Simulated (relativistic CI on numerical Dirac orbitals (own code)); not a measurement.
Computed by Dirac-Coulomb-Breit CI, orbitals from a KLI potential per configuration, a model potential for QED, valence Slater integrals scaled by 0.85, P86 correlation estimate, and configurations built on the next ion tied to the tabulated ionisation energy (semi-empirical) (own radial code, finite nucleus).

Configurations in the expansion (outside the closed core [Kr]): 4d10, 4d9 5s, 4d9 5p, 4d9 5d, 4d9 6s, 4d9 4f, 4d9 5f, 4d8 5s2, 4d9 6p, 4d8 5s 5p, 4d9 6d, 4d9 5g, 4d9 6f, 4d9 6g, 4d8 5s 6s. Levels of other configurations are missing.

Configurations that consist of the next ion and one excited electron were tied to the tabulated ionisation energy; Rydberg ones are usually within 1,000 to 3,000 cm⁻¹ and the lowest ones within about 6,000 (9,000 in d shells), while levels on excited terms of the next ion carry the error of that term, and the other configurations can be misplaced by 10,000 cm⁻¹ or more. Rates follow the energies as ν³ (E1, M1) or ν⁵ (E2), so rates, branching and lifetimes can be off by large factors. The fine structure of a lone outer electron comes out too small, for d and f at times inverted, and misplaced configurations move strength between like terms. 14 of the 16 excited levels that our extract of the measured tables holds in this range could be paired (the sources list more); they are missed by 4783 cm⁻¹ on average and 7403 at most, and levels without a partner can miss by more.

Outline of the computed level scheme of Ag II. Lowest level of each configuration: 4d10 1S_0 at 0.0000 eV; 4d9 5s 3D_3 at 5.7363 eV; 4d9 5p 3P°_2 at 10.4134 eV; 4d8 5s2 3F_4 at 12.2962 eV; 4d9 6s 3D_3 at 15.0839 eV; 4d8 5s 5p 5D°_4 at 15.5346 eV; 4d9 5d 3S_1 at 15.6397 eV.

Some strong electric-dipole decays among the lowest 45 levels: 4d9 5p 1P°_1 → 4d10 1S_0 (1.6e+09 s⁻¹); 4d9 5d 3G_5 → 4d9 5p 3F°_4 (6.2e+08 s⁻¹); 4d9 5d 3G_4 → 4d9 5p 3F°_3 (5.7e+08 s⁻¹); 4d9 5d 3S_1 → 4d9 5p 3P°_2 (5.6e+08 s⁻¹); 4d9 5d 3P_2 → 4d9 5p 3P°_2 (4.4e+08 s⁻¹); 4d9 5d 3F_4 → 4d9 5p 3D°_3 (3.9e+08 s⁻¹); 4d9 5p 3F°_4 → 4d9 5s 3D_3 (3.8e+08 s⁻¹); 4d9 5p 1P°_1 → 4d9 5s 1D_2 (3.7e+08 s⁻¹).

Rates of lines that live on the mixing of spin multiplicities can be off by large factors.

LS names give the leading component of a level, which can be under half, so a name can repeat, a term be missing and a line seem to break the LS rules.
